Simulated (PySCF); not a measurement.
Isomers of C9H7F3.

All values: PBE0/pcSseg-1 (PySCF) at GFN2-xTB geometries, gas phase, one conformer each.

(1) Rank by the highest Hirshfeld charge on any atom, lowest value first.
A. `[CH3:1][c:2]1[cH:3][cH:4][cH:5][c:6]([C:7]([F:8])=[C:9]([F:10])[F:11])[cH:12]1` with C5–C6–C7–F8 -1°
B. `[CH2:1]=[C:2]([F:3])/[CH:4]=[C:5]1/[C:6](=[CH2:7])[C:8]([F:9])=[C:10]1[CH2:11][F:12]` with C1–C2–C4–C5 180°, C8–C10–C11–F12 0°
C. `[CH2:1]=[CH:2]/[CH:3]=[C:4]1\[CH:5]=[C:6]([C:7]([F:8])([F:9])[F:10])[C:11]1=[CH2:12]` with C1–C2–C3–C4 180°

(2) Rank by the highest IAO charge on any atom, highest value first.
A. `[CH3:1][c:2]1[cH:3][cH:4][cH:5][c:6]([C:7]([F:8])=[C:9]([F:10])[F:11])[cH:12]1` with C5–C6–C7–F8 -1°
B. `[CH2:1]=[CH:2]/[CH:3]=[C:4]1\[CH:5]=[C:6]([C:7]([F:8])([F:9])[F:10])[C:11]1=[CH2:12]` with C1–C2–C3–C4 180°
C. `[CH2:1]=[C:2]([F:3])/[CH:4]=[C:5]1/[C:6](=[CH2:7])[C:8]([F:9])=[C:10]1[CH2:11][F:12]` with C1–C2–C4–C5 180°, C8–C10–C11–F12 0°

(3) Rank by LUMO energy, lowest first.
A. `[CH2:1]=[C:2]([c:3]1[cH:4][cH:5][cH:6][cH:7][cH:8]1)[C:9]([F:10])([F:11])[F:12]` with C1–C2–C3–C4 -37°
B. `C=C1C=CC=CC(C(F)(F)F)=C1`
C. `[CH2:1]=[CH:2]/[CH:3]=[C:4]1\[CH:5]=[C:6]([C:7]([F:8])([F:9])[F:10])[C:11]1=[CH2:12]` with C1–C2–C3–C4 180°
D. `[CH3:1][c:2]1[cH:3][cH:4][cH:5][c:6]([C:7]([F:8])=[C:9]([F:10])[F:11])[cH:12]1` with C5–C6–C7–F8 -1°

## Answers

(1) B (+0.100 e), A (+0.149 e), C (+0.258 e).

(2) B (+0.800 e), A (+0.505 e), C (+0.303 e).

(3) B (-2.26 eV), C (-1.97 eV), A (-1.41 eV), D (-1.19 eV).

All values together:

| SMILES | μ (D) | HOMO (eV) | LUMO (eV) | lowest IAO charge (e) | highest IAO charge (e) | lowest Hirshfeld charge (e) | highest Hirshfeld charge (e) |
| --- | --- | --- | --- | --- | --- | --- | --- |
| C=C1C=CC=CC(C(F)(F)F)=C1 | 2.79 | -6.11 | -2.26 | -0.337 (C) | +0.801 (C) | -0.108 (C) | +0.258 (C) |
| C=C/C=C1\C=C(C(F)(F)F)C1=C | 2.88 | -6.78 | -1.97 | -0.331 (C) | +0.800 (C) | -0.101 (F/C) | +0.258 (C) |
| Cc1cccc(C(F)=C(F)F)c1 | 2.43 | -6.69 | -1.19 | -0.426 (C) | +0.505 (C) | -0.114 (C) | +0.149 (C) |
| C=C(F)/C=C1/C(=C)C(F)=C1CF | 2.87 | -6.60 | -1.49 | -0.380 (C) | +0.303 (C) | -0.129 (C) | +0.100 (C) |
| C=C(c1ccccc1)C(F)(F)F | 2.56 | -7.24 | -1.41 | -0.286 (F) | +0.799 (C) | -0.096 (F) | +0.261 (C) |

Conformers: `[CH2:1]=[CH:2]/[CH:3]=[C:4]1\[CH:5]=[C:6]([C:7]([F:8])([F:9])[F:10])[C:11]1=[CH2:12]` with C1–C2–C3–C4 180°; `[CH3:1][c:2]1[cH:3][cH:4][cH:5][c:6]([C:7]([F:8])=[C:9]([F:10])[F:11])[cH:12]1` with C5–C6–C7–F8 -1°; `[CH2:1]=[C:2]([F:3])/[CH:4]=[C:5]1/[C:6](=[CH2:7])[C:8]([F:9])=[C:10]1[CH2:11][F:12]` with C1–C2–C4–C5 180°, C8–C10–C11–F12 0°; `[CH2:1]=[C:2]([c:3]1[cH:4][cH:5][cH:6][cH:7][cH:8]1)[C:9]([F:10])([F:11])[F:12]` with C1–C2–C3–C4 -37°.
